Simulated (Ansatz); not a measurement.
Basis-set extrapolation for C2H4BN (`BC1C=N1`) (PBE0-D4/def2-TZVP geometry, frozen core, the Gaussian-basis code of Ansatz). Multiplicity 1, RHF reference.

```
                      def2-TZVPP   def2-QZVPP
                 HF  -157.151475  -157.158586
    MP2 correlation    -0.615861    -0.655484
CCSD(T) correlation    -0.671142      not run
```

Energies in hartree. Use E(X) = E(∞) + A·exp(−7.88·√X) for Hartree–Fock and E(X) = E(∞) + B·X^(−2.97) for correlation, with X = 3 and 4, and add CCSD(T) minus MP2 of the smaller set to the MP2 limit.

What is the CCSD(T) energy at the basis-set limit?

HF limit: -157.158586 + (-0.007111) × 0.13774 = -157.15957. MP2 limit: -0.655484 + (-0.039623) × 0.74074 = -0.68483. Higher-order term: -0.671142 − (-0.615861) = -0.05528. Total: -157.89968 hartree, 48.4 kcal/mol below CCSD(T)/def2-TZVPP.
